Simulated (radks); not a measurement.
Values are calculated unless marked as measured or tabulated.
Valence configurations of Si II (all share [Ne]). Level of theory: scalar-relativistic Kohn-Sham, r2SCAN, spin-polarised, spherical densities, finite nucleus; open shells are filled with parallel spins first; meta-GGA in the generalised Kohn-Sham scheme; Fermi nuclear charge, rms radius 3.1224 fm (a radial shooting solver on a logarithmic mesh with Libxc functionals). Energies are relative to 3s2 3p1; eigenvalues in eV for spin up.

3s2 3p1: E (eV) 0.000; moment (Bohr magnetons) 1; e(3p) -12.173; e(3s) -19.968
3s1.5 3p1.5: E (eV) 2.760; moment (Bohr magnetons) 2; e(3p) -12.949; e(3s) -20.911
3s1 3p2: E (eV) 4.531; moment (Bohr magnetons) 3; e(3p) -13.503; e(3s) -21.570
3p3: E (eV) 12.588; moment (Bohr magnetons) 3; e(3p) -14.096

NIST lists [Ne] 3s2 3p1 as the ground configuration; this level of theory agrees among the configurations tried. The energies are those of spherical high-spin densities, not of single terms.
